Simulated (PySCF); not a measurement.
Compound: C₆H₁₀FN.
Cartesian coordinates in Å at the PBE0-D3(BJ)/def2-SVP level; atoms count from 1:
```xyz
18
C6H10FN angstrom
C      2.3085    1.0346   -0.4493
N      1.4378    0.2574   -0.9275
C      1.0316   -0.8855   -0.1510
C     -0.4800   -1.0134   -0.0121
C     -1.2949   -0.6830   -1.2853
C     -1.5753    0.7230   -0.7138
C     -1.1701    0.1888    0.6569
F     -0.3823    0.9916    1.4403
H      2.6377    1.9075   -1.0316
H      2.7688    0.8928    0.5491
H      1.3861   -1.7827   -0.6898
H      1.4951   -0.8994    0.8569
H     -0.6902   -1.9863    0.4601
H     -2.1999   -1.3014   -1.3732
H     -0.7386   -0.7158   -2.2320
H     -0.8223    1.4395   -1.0700
H     -2.5819    1.1522   -0.8226
H     -2.0367   -0.1234    1.2646
```

Computed at PBE0/pcSseg-1 (PySCF, non-relativistic), with Q(14N) = 0.02044 b: N2, 14N (I = 1): χzz = -5.382 MHz, η = 0.422.

(1) Where would the pure quadrupole (NQR) lines of 14N at N2 fall for the rigid, isolated species?

Answers

(1) From ν± = (3/4)|χ|(1 ± η/3) and ν0 = |χ|η/2: ν+ 4.604 MHz, ν− 3.469 MHz, ν0 1.135 MHz (imine nitrogen).

In a crystal, neighbours and librations shift these lines. The basis is small and wasn't made for field gradients, so the couplings can be 20 % off.

One conformer stands for the species.
